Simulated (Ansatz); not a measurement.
Ta₂O₇H₄ (relaxed from a model of H4Ta2O7, whose bonding it doesn't keep). Total charge 0; singlet. Geometry PBE-D4/def2-SVP, basis def2-TZVP, Ansatz.

```xyz
13

O     0.890    2.130   -1.627
Ta   -0.311    0.868   -1.674
O    -2.027    1.684   -1.961
O     0.115   -0.314   -3.127
O    -0.260   -0.053    0.028
Ta    0.391   -0.854    1.665
O     1.935   -1.582    1.316
O     0.642    0.462    3.041
O    -0.800   -2.235    2.274
H    -2.262    2.623   -2.059
H     0.876   -0.308   -3.732
H     1.457    0.766    3.476
H    -0.647   -3.189    2.380
```

| run | HOMO (eV) | LUMO (eV) |
| --- | --- | --- |
| A | -7.29 | -1.67 |
| B | -11.79 | 1.30 |
| C | -7.41 | -1.76 |
| D | -7.76 | -1.61 |
| E | -8.98 | -0.96 |

In the def2 sets Ta takes a core potential; there is no spin–orbit coupling. LC-ωPBE has ω = 0.4 bohr⁻¹.

Problem. The runs used BLYP, LC-ωPBE, PBE, PBE0, r2SCAN. Estimate which is which.

Solution. A BLYP (0 % exact exchange); B LC-ωPBE (range-separated); C PBE (0 % exact exchange); D r2SCAN (0 % exact exchange); E PBE0 (25 % exact exchange). Exact exchange lowers occupied and raises empty levels; among semilocal functionals meta-GGAs tend to open the gap a little, and such runs are hard to tell apart. The gap grows from 5.62 eV (BLYP) to 13.09 eV (LC-ωPBE).
